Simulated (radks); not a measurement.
Charge is removed step by step from the 4p up level of As+, starting from [Ar] 3d10 4s2 4p(up 2, down 0). All-electron calculation, scalar-relativistic Kohn-Sham, LDA (Slater exchange, Perdew-Wang correlation), spin-polarised, spherical densities, point nucleus. Program: a radial shooting solver on a logarithmic mesh with Libxc functionals.

removed (e)  E - E(0) (eV)  eigenvalue (eV)  E minus straight line (eV)
0                    0.000          -14.150                       0.000
0.1                  1.459          -15.033                      -0.410
0.2                  3.006          -15.926                      -0.732
0.3                  4.644          -16.828                      -0.964
0.4                  6.372          -17.739                      -1.105
0.5                  8.191          -18.660                      -1.155
0.6                 10.104          -19.588                      -1.112
0.7                 12.109          -20.525                      -0.976
0.8                 14.208          -21.470                      -0.745
0.9                 16.402          -22.422                      -0.420
1                   18.692          -23.380                       0.000

Removing the whole electron costs 18.692 eV by Delta-SCF, against 14.150 eV from minus the eigenvalue at the starting occupation. Slater's transition state (half an electron removed) gives 18.660 eV. Integrating minus the eigenvalue over the occupation (Janak's theorem) gives 18.695 eV. In this scalar-relativistic scheme the density is built from large components alone, so the theorem holds only approximately. The mean slope of the eigenvalue, de/dn, is 9.23 eV per electron. Ionisation energy of As+ in the NIST Atomic Spectra Database: 18.589 eV (measured).
